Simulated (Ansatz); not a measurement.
CH4B2, SMILES `B=BC` (charge 0, multiplicity 1).

Cartesian coordinates (Å):
SMILES: CB=B
```xyz
7

B      1.9258    -0.3434     0.2564
B      0.4278    -0.0869     0.2010
C     -1.0679     0.1821     0.2272
H      3.0791    -0.5412     0.3004
H     -1.3880     1.0755    -0.3142
H     -1.2800     0.3811     1.2919
H     -1.6969    -0.6671    -0.0500
```
Charge 0, spin multiplicity 1.

Frozen-core energies in 6-31g from Ansatz (a program for electronic structure) at a geometry from B3LYP-D3(BJ)/def2-TZVP; the HF reference has <S^2> = 0.00 (restricted, and unstable towards unrestricted orbitals) and the T1 diagnostic is 0.010.

| level | energy (Ha) | difference from CCSDT(Q) (mHa) |
|---|---|---|
| HF | -89.39393 | 226.64 |
| MP2 | -89.57276 | 47.81 |
| CCSD | -89.61147 | 9.10 |
| CCSD(T) | -89.61724 | 3.33 |
| CCSDT | -89.61962 | 0.95 |
| CCSDT(Q) | -89.62057 | 0.00 |
